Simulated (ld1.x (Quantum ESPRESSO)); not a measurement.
Building the ultrasoft potential for ruthenium (PBEsol, scalar-relativistic).

```
Element                 : Ru
Generator               : ld1.x (Quantum ESPRESSO) 7.5
Type                    : ultrasoft
Functional              : PBEsol
Relativity              : scalar-relativistic
Frozen core             : [Ar] 3d10 4s2
Valence charge          : 14
Reference configuration : 4p6 4d7 5s1 5p0
Partial waves           : 5s (bound): rcut 2.60, rcutus 3.30 bohr; 5s channel at 2.05 Ry: rcut 2.60, rcutus 3.30 bohr; 4p (bound): rcut 1.50, rcutus 1.80 bohr; 5p (bound, empty): rcut 1.50, rcutus 1.80 bohr; 4d (bound): rcut 1.55, rcutus 2.15 bohr; 4d channel at 0.15 Ry: rcut 1.55, rcutus 2.15 bohr
Local potential         : all-electron potential smoothed inside 1.50 bohr (lloc = -1)
Core correction         : Bessel-smoothed model core inside 1.35 bohr
Augmentation charge     : built from norm-conserving waves at rcut, not smoothed further
```

Q: Does the generator finish with these settings?

A: Yes, a potential is produced.

Q: Is the overlap operator S = 1 + Σ q|β⟩⟨β| positive definite (Bessel basis up to 400 Ry)?

A: No: its lowest eigenvalue is -0.528, in the s channel, so the generalised eigenproblem breaks down once the basis is large enough.

Its largest configuration-test error is -14 meV (4p6 4d7 5s0 5p0). Test run stopped at test 3 of 7 (negative rho).

The ghost test of this file was not conclusive. Its overlap operator is not positive definite in a basis up to 400 Ry (lowest eigenvalue s -0.53, p -0.05), so the file is unfit for use: the generalised eigenproblem breaks down once the basis is large enough, and its test numbers describe a broken file.
